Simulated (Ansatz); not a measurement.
System: C₅H₉O (charge 0, doublet). SMILES: O=C(C)[CH]CC
Coordinates optimised at B3LYP-D3(BJ)/def2-TZVP (Ansatz, an electronic-structure program):
```
C
H 1 1.0858
C 1 1.4393 2 118.35
O 3 1.2329 1 121.26 2 178.40
C 1 1.4804 2 118.62 3 177.96
H 5 1.0898 1 108.95 2 174.40
H 5 1.0969 6 107.77 1 118.18
C 3 1.5158 4 121.04 1 179.73
H 8 1.0874 3 109.60 4 1.89
H 8 1.0926 9 109.46 3 -121.61
H 8 1.0928 9 109.30 10 -117.15
C 5 1.5391 6 110.22 7 118.14
H 12 1.0907 5 110.66 6 59.58
H 12 1.0910 13 108.19 5 120.98
H 12 1.0918 13 108.11 14 116.81
```
Charge 0, spin multiplicity 2.

Wanted: atomisation energy, in kcal/mol. Terms: atomisation electronic, to ground-state atoms; UHF or UKS for open shells; non-relativistic; no dispersion term unless named; no spin-orbit coupling; six Cartesian d functions in 6-31G* and its kin unless marked 5d. First-principles rows: single points at B3LYP-D3(BJ) geometries (Ansatz).

```json
[
 {"species": "CC[CH]C(C)=O", "coefficient": "-1", "E at B3LYP/6-31G* (Ansatz), Eh": "-271.13271", "E at PBE0/def2-TZVPD (Ansatz), Eh": "-270.91123"},
 {"species": "C atom", "coefficient": "+5", "E at B3LYP/6-31G* (Ansatz), Eh": "-37.84628", "E at PBE0/def2-TZVPD (Ansatz), Eh": "-37.80543"},
 {"species": "H atom", "coefficient": "+9", "E at B3LYP/6-31G* (Ansatz), Eh": "-0.50027", "E at PBE0/def2-TZVPD (Ansatz), Eh": "-0.50104"},
 {"species": "O atom", "coefficient": "+1", "E at B3LYP/6-31G* (Ansatz), Eh": "-75.06062", "E at PBE0/def2-TZVPD (Ansatz), Eh": "-75.01925"}
]
```

 1 Eh = 627.5095 kcal/mol.

### Question
Work the quantity out at each level.

### Answer

- B3LYP/6-31G*: the sum of coefficient times E is 2.33826 Eh, or 1467.28 kcal/mol. Result: 1467.3 kcal/mol.
- PBE0/def2-TZVPD: the sum of coefficient times E is 2.35547 Eh, or 1478.08 kcal/mol. Result: 1478.1 kcal/mol.
